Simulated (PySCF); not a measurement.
A PySCF script (with the pyscf-properties extension) for the NMR shieldings of `CP(CC=C)C1CC1`, C7H13P, on a GFN2-xTB geometry:

```python
import basis_set_exchange as bse
import numpy as np
from pyscf import gto, dft
from pyscf.prop import nmr

atoms = """
C     3.432666    0.161530   -0.153496
C     2.395164    0.902635    0.192942
C     1.059488    0.830119   -0.455715
P    -0.200021    0.105187    0.731714
C     0.383469   -1.649474    0.676726
C    -1.575795   -0.049355   -0.478082
C    -2.575261    1.067953   -0.562156
C    -2.969130   -0.233732    0.051234
H     3.376693   -0.543803   -0.967206
H     4.379885    0.229812    0.353780
H     2.474619    1.601399    1.015826
H     0.703852    1.833287   -0.708088
H     1.093917    0.221602   -1.363637
H    -0.318166   -2.273707    1.226698
H     0.459116   -2.004728   -0.350558
H     1.358756   -1.711929    1.156225
H    -1.324304   -0.563489   -1.402066
H    -2.442857    1.916011    0.093586
H    -2.975279    1.326347   -1.531416
H    -3.104483   -0.268791    1.122240
H    -3.641248   -0.879931   -0.493549
"""
names = dict.fromkeys(["C", "P", "H"], "pcSseg-1")
basis = {el: gto.basis.parse(bse.get_basis(n, elements=[el], fmt="nwchem")) for el, n in names.items()}
mol = gto.M(atom=atoms, basis=basis, charge=0, verbose=0)
mf = dft.RKS(mol, xc="PBE0")
mf.grids.level = 2
mf.grids.alignment = dft.numint.BLKSIZE   # the property module wants whole blocks of grid points
mf.conv_tol = 1e-9
mf.kernel()

calc = nmr.RKS(mf)   # GIAO
C = mf.mo_coeff
Co = C[:, mf.mo_occ > 0]
resp = mf.gen_response(singlet=True, hermi=2)
def vind(x):   # induced exchange potential for any number of trial vectors
    d = np.einsum("pi,xij,qj->xpq", C, 2 * x.reshape(-1, C.shape[1], Co.shape[1]), Co, optimize=True)
    return np.einsum("xpq,pi,qj->xij", resp(d - d.transpose(0, 2, 1)), C, Co, optimize=True).ravel()
mo1, _ = nmr.rhf.solve_mo1(calc, with_cphf=vind)
sigma = calc.kernel(mo1)
for i, s in enumerate(sigma):   # ppm
    print("%2d %-2s %9.2f" % (i, mol.atom_pure_symbol(i), np.trace(s) / 3))
```

**Question.** What does it print?

**Answer.** 
```
 0 C      65.26
 1 C      42.92
 2 C     141.22
 3 P     363.55
 4 C     171.43
 5 C     170.66
 6 C     181.91
 7 C     181.38
 8 H      26.38
 9 H      26.48
10 H      25.61
11 H      28.80
12 H      29.68
13 H      30.42
14 H      31.02
15 H      30.37
16 H      31.48
17 H      31.40
18 H      31.03
19 H      31.37
20 H      31.02
```

These numbers come from an equivalent density-fitted implementation of the same equations, which agrees with the script to about 0.01 ppm for H and up to a few tenths of a ppm for heavy atoms, so last digits may differ.

Size and cost of the density-fitted run: 208 basis functions, roughly 60 core-seconds.
